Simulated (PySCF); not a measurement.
CH5Si, multiplicity 2. Atoms are numbered in the order given.

```xyz
7

C      1.2686    -0.0034     0.0000
Si    -0.5735    -0.0019     0.0000
H      1.8533     0.0157    -0.9126
H      1.8533     0.0157     0.9126
H     -1.1109     1.3855     0.0000
H     -1.0892    -0.6848    -1.2107
H     -1.0892    -0.6848     1.2107
```
Charge 0, spin multiplicity 2.

Geometry optimised at B3LYP-D3(BJ)/def2-TZVP. The isomer is the one that the SMILES or the coordinates give; other isomers of the formula were not compared.

Calculation: SMD-M06-2X/6-31G* (PySCF).

Solvation free energies are E(SMD) − E(gas) at the gas-phase geometry, for 1 M in both phases. In vacuum the dipole moment is 0.72 D.

Task: Rank water, dimethylsulfoxide, N,N-dimethylformamide by solvation free energy, most negative first.

Result: N,N-dimethylformamide (0.8 kcal/mol), dimethylsulfoxide (1.3 kcal/mol), water (2.8 kcal/mol)
